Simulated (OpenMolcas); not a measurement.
## W⁴⁺: effect of the IPEA shift

```yaml
Program: OpenMolcas 26.06
Basis: ANO-RCC-VTZP [8s7p5d3f2g1h]
Scalar_Hamiltonian: DKH2, point nucleus
Active_space: 2 electrons in 5 orbitals (5d)
State_averaging: 2S+1 = 3 even, 10 roots; 2S+1 = 1 even, 15 roots kept (CI in the orbitals of an earlier block)
Spin-orbit_coupling: state interaction with AMFI integrals over the reference wave functions, term energies averaged over their components
```

Methods on the same reference wave functions:
A. CASSCF
B. SS-CASPT2, IPEA 0 Eh, imaginary shift 0.1 Eh (closed shells correlated: 5s 5p)
C. SS-CASPT2, IPEA 0.25 Eh, imaginary shift 0.1 Eh (closed shells correlated: 5s 5p)

Energies in cm⁻¹ above 5d² ³F₂, the measured ground level; measured values from the list in J. Phys. B 45, 065001 (2012).

```
         Level      A      B      C  Measured
       5d² ³F₂    0.0    0.0    0.0       0.0
       5d² ³F₃   6174   6470   6460          
       5d² ³F₄  11718  11900  11870     11519
       5d² ³P₀  14841  13430  13580     12839
5d² ¹D₂ [54 %]  16072  14020  14120          
       5d² ³P₁  18236  17120  17270     16331
       5d² ¹G₄  24847  23640  23440     22346
5d² ³P₂ [60 %]  25141  23410  23540     22615
       5d² ¹S₀  50386  44550  44580     43110
```

Deviations, from unrounded energies. A percentage is the sum of absolute deviations over the sum of measured energies, with the sign that they share, or ± where signs differ.

```tsv
Against measurement	Levels	A	B	C
mean absolute deviation (cm-1)	6	2700	880	920
fine structure of the ground term (%)	1	+1.7	+3.3	+3.0
other terms of the ground configuration (%)	5	+13.8	+4.2	+4.4
```

B, C lie about equally close to measurement and A furthest from it. The largest miss of B in the table is 5d² ¹S₀, by +1400 cm-1. The ranking rests on the paired levels alone, and a cruder setting can come out closer through cancelling errors.

Between B and C the level of the table that moves most is 5d² ¹G₄, by 210 cm-1 (lowest in C, highest in B). Moves below CASPT2's spread within the term are not significant.

The mean deviations of B to C differ by less than CASPT2's widest spread within a term (750 cm-1), so their order carries little weight.

From A to B the spin-free energies of the other terms of 5d² shown, above ³F, scale by factors of 0.69 to 0.90.

The lowest spin-free term lies below A's lowest term by 0.220 hartree in B, 0.216 hartree in C.

CASPT2 breaks the degeneracy within a term, and the mean is taken; among the terms shown or strongly mixed into the levels shown the widest spread is 750 cm-1 (5d² ¹G, B). Terms from blocks run as CI alone lack orbitals of their own. Without dynamic correlation excited terms often stand tens of per cent too high (terms of higher spin than the ground term too low), and those without a measured partner can miss by more than the paired ones (holds for A). Computed and measured levels are paired by configuration, term and J; levels that our copy of the source lacks, or whose pairing is in doubt (as where it misses far off the trend of its configuration), stay unpaired and out of the deviations. Only configurations of the active space appear.

A share in square brackets marks a mixed level and gives the weight of the term that names it, the lowest over the columns.
